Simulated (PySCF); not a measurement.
**Correlation energy of C (carbon, neutral)**

[He] 2s2 2p1 3d1, one real determinant (an excited configuration). Calculation: PySCF 2.14, in aug-cc-pVTZ with one added diffuse shell each of s, p, d, f type (6s5p4d3f, 62 functions); the non-relativistic Hamiltonian (point nucleus). Frozen: 1s2; 4 electrons correlated.

| level | correlation energy (mhartree) |
| --- | --- |
| CCSD | -72.67 |
| (T) | -6.96 |
| CCSD(T) | -79.63 |

Diagnostics: T1 = 0.027, D1 = 0.0723, largest double amplitude 0.286.

The real determinant used has ⟨L²⟩ near 8 against 12 for a pure F term, so it mixes terms. The outer electron is Rydberg-like, and this basis confines it to a smaller radius and binds it less than a complete one would. A double-excitation amplitude exceeds 0.15, a sign of near-degeneracy.

Cost of the coupled-cluster step: of the order of 14 core-seconds, for 4 correlated electrons.

Iterations:

```
CC2 = 0
CCSD nocc = (np.int64(3), np.int64(1)), nmo = (61, 61)
frozen orbitals [[0], [0]]
max_cycle = 100
direct = 0
conv_tol = 1e-08
conv_tol_normt = 1e-06
diis_space = 8
diis_start_cycle = 0
Init t2, MP2 energy = -0.0533670792132022
Init E_corr(UCCSD) = -0.0533670792599476
cycle = 1  E_corr(UCCSD) = -0.0673098533244055  dE = -0.0139427741  norm(t1,t2) = 0.0597214
cycle = 2  E_corr(UCCSD) = -0.072806993773388  dE = -0.00549714045  norm(t1,t2) = 0.0344944
cycle = 3  E_corr(UCCSD) = -0.0781648293396144  dE = -0.00535783557  norm(t1,t2) = 0.0252668
cycle = 4  E_corr(UCCSD) = -0.0782302322545434  dE = -6.54029149e-05  norm(t1,t2) = 0.0210936
cycle = 5  E_corr(UCCSD) = -0.0731565729177191  dE = 0.00507365934  norm(t1,t2) = 0.0213308
cycle = 6  E_corr(UCCSD) = -0.0731552688160718  dE = 1.30410165e-06  norm(t1,t2) = 0.00731351
cycle = 7  E_corr(UCCSD) = -0.0725208982795757  dE = 0.000634370536  norm(t1,t2) = 0.00328518
cycle = 8  E_corr(UCCSD) = -0.0729233902183933  dE = -0.000402491939  norm(t1,t2) = 0.00181488
cycle = 9  E_corr(UCCSD) = -0.072496033453417  dE = 0.000427356765  norm(t1,t2) = 0.00130394
cycle = 10  E_corr(UCCSD) = -0.0727739387301811  dE = -0.000277905277  norm(t1,t2) = 0.00110155
cycle = 11  E_corr(UCCSD) = -0.072618242851013  dE = 0.000155695879  norm(t1,t2) = 0.000614438
cycle = 12  E_corr(UCCSD) = -0.072663593048666  dE = -4.53501977e-05  norm(t1,t2) = 0.000379016
cycle = 13  E_corr(UCCSD) = -0.0726736165642327  dE = -1.00235156e-05  norm(t1,t2) = 0.000195843
cycle = 14  E_corr(UCCSD) = -0.0726728477880809  dE = 7.68776152e-07  norm(t1,t2) = 0.000111603
cycle = 15  E_corr(UCCSD) = -0.0726746934331647  dE = -1.84564508e-06  norm(t1,t2) = 5.82793e-05
cycle = 16  E_corr(UCCSD) = -0.0726747747309513  dE = -8.12977866e-08  norm(t1,t2) = 1.8567e-05
cycle = 17  E_corr(UCCSD) = -0.0726745313876217  dE = 2.4334333e-07  norm(t1,t2) = 7.81284e-06
cycle = 18  E_corr(UCCSD) = -0.0726743461928801  dE = 1.85194742e-07  norm(t1,t2) = 3.08608e-06
cycle = 19  E_corr(UCCSD) = -0.0726743011494794  dE = 4.50434008e-08  norm(t1,t2) = 1.28706e-06
cycle = 20  E_corr(UCCSD) = -0.0726743130983415  dE = -1.19488621e-08  norm(t1,t2) = 5.1723e-07
cycle = 21  E_corr(UCCSD) = -0.0726743227404252  dE = -9.6420837e-09  norm(t1,t2) = 2.26707e-07
UCCSD converged
E(UCCSD) = -37.4118055482413  E_corr = -0.07267432274042518
UCCSD(T) correction = -0.00696097819159157
```

The reference is one real determinant that mixes LS terms of this configuration.
